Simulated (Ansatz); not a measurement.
The Si1–Cl3 bond of ClFSi (SMILES F[Si]Cl) is stretched (multiplicity 1, the rest rigid).
Geometry at rest (charge 0, multiplicity 1):
```xyz
3

Si     0.34762     0.26751     0.78196
F      0.95036     1.34196    -0.25474
Cl    -0.78940    -0.93075    -0.50910
```

Correlated levels freeze the cores.

The values were computed with Ansatz (a first-principles code). Values without a source in brackets are computed.

FIC-MRCISD+Q on CASSCF(6,4)/cc-pV(D+d)Z, total energies (hartree):

```json
[
 {"R (Å)": "2.097", "CASSCF": "-847.969486", "MRCISD": "-848.342363", "weight c² of the reference": "0.89292"},
 {"R (Å)": "3.669", "CASSCF": "-847.851488", "MRCISD": "-848.217201", "weight c² of the reference": "0.89381"},
 {"R (Å)": "6.709", "CASSCF": "-847.826857", "MRCISD": "-848.188267", "weight c² of the reference": "0.89392"}
]
```

Q: Add the Davidson correction (E_MRCISD − E_CASSCF)(1 − c²)/c² and give the energies above the first point at the three levels.

A: 
Corrections (hartree): -0.044717, -0.043448, -0.042888. Above the first point (kcal/mol):
- R = 3.669 Å: CASSCF 74.0, MRCISD 78.5, with the correction 79.3
- R = 6.709 Å: CASSCF 89.5, MRCISD 96.7, with the correction 97.8

Doubts at one or more of the structures used: active orbitals that take no part (FIC-MRCISD+Q on CASSCF(6,4)/cc-pV(D+d)Z).
